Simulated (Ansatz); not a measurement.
Program: Ansatz. Geometries: PBE0-D4/def2-TZVP. ΔE: electronic, gas phase. CCSD(T)/CBS adds triple-zeta CCSD(T) − MP2 to the extrapolated MP2 energy (def2 sets, frozen cores). This one scheme is used for every species. Functionals use def2-TZVPP. Each species was taken in one conformer, which may not be the lowest.

Consider the formal hydrolysis of a B–Cl bond: `[SiH3]N([SiH3])BCl` + H₂O → `OBN([SiH3])[SiH3]` + HCl.

| level | ΔE (kcal/mol) |
| --- | --- |
| ωB97M-V | -8.7 |
| SCS-MP2/def2-TZVPP | -8.3 |

**Question.** What does CCSD(T)/CBS give? (Estimate.)

**Answer.** Ansatz gave: -7.4 kcal/mol. The listed levels differ from it by -1.3, -0.9 kcal/mol.

Largest T1 diagnostic among the species: 0.012.

In def2-TZVPP, CCSD(T) changes the Hartree–Fock value by +2.8 kcal/mol (the triples alone add +0.6 kcal/mol) and MP2 by +4.1 kcal/mol. The D4 term adds +1.1 kcal/mol with B3LYP and +0.6 kcal/mol with PBE0; it sums over pairs of atoms, weighted by their polarisabilities, and B3LYP, whose exchange is more repulsive, gets the larger term.

CCSD(T)/CBS has its own doubt, a few kJ/mol and more with outer-core shells, so smaller differences from it don't rank the levels.

B3LYP here is the variant with VWN-RPA as its local correlation; programs differ in this.
